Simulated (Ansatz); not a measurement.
Species: CHO2, SMILES `O=C=[OH+]` (charge 1, multiplicity 1).

Task: Give a relaxed geometry from PBE0-D3(BJ)/def2-TZVP in Ansatz (an electronic-structure program).

Result: the end point of this relaxation (outside a Z-matrix the atoms follow the SMILES, hydrogens last).
Cartesian coordinates (Å) in one orientation:
```xyz
4

O      1.583    -0.087     0.383
C      0.487     0.048     0.196
O     -0.673     0.277    -0.082
H     -1.397    -0.237     0.350
```
